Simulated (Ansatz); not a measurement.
Program: Ansatz. Geometries: PBE0-D4/def2-TZVP. ΔE: electronic, gas phase. CBS: MP2 limit from def2 TZ/QZ plus the TZ coupled-cluster correction, frozen cores. This one scheme is used for every species. Functionals use def2-TZVPP. For Ge outer-core shells are correlated without core-valence functions, which leaves a few kJ/mol of doubt a bond. Scalar relativity is left out up to krypton. One conformer a species, not always the lowest.

Consider the formal exchange of groups at the Si–Si bond: `[SiH3][SiH3]` + `[OH][GeH]([OH])[Cl]` → `[OH][Ge]([OH])([SiH3])[Cl]` + SiH₄.

Problem. Is it downhill or uphill in electronic energy at CCSD(T)/CBS, and by how much? (Estimate.)

Solution. Ansatz gave: Downhill: ΔE = -19.8 kJ/mol.

Problem. What do these levels give: revPBE-D4, PBE, CCSD/def2-SVP, CCSD(T)/def2-SVP, CCSD(T)/def2-TZVPP, HF/def2-QZVPP? (An estimate is asked.)

Solution. The calculation gave: revPBE-D4 -17.9, PBE -14.9, CCSD/def2-SVP -13.9, CCSD(T)/def2-SVP -14.7, CCSD(T)/def2-TZVPP -18.4, HF/def2-QZVPP -15.5 kJ/mol.

Largest T1 diagnostic among the species: 0.013.

At CCSD(T), def2-SVP lies +5.1 kJ/mol from the extrapolated value and def2-TZVPP +1.4 kJ/mol. The D4 term adds −4.0 kJ/mol with B3LYP and −2.5 kJ/mol with PBE0; it sums over pairs of atoms, weighted by their polarisabilities, and B3LYP, whose exchange is more repulsive, gets the larger term.

B3LYP here is the variant with VWN-RPA as its local correlation; programs differ in this.
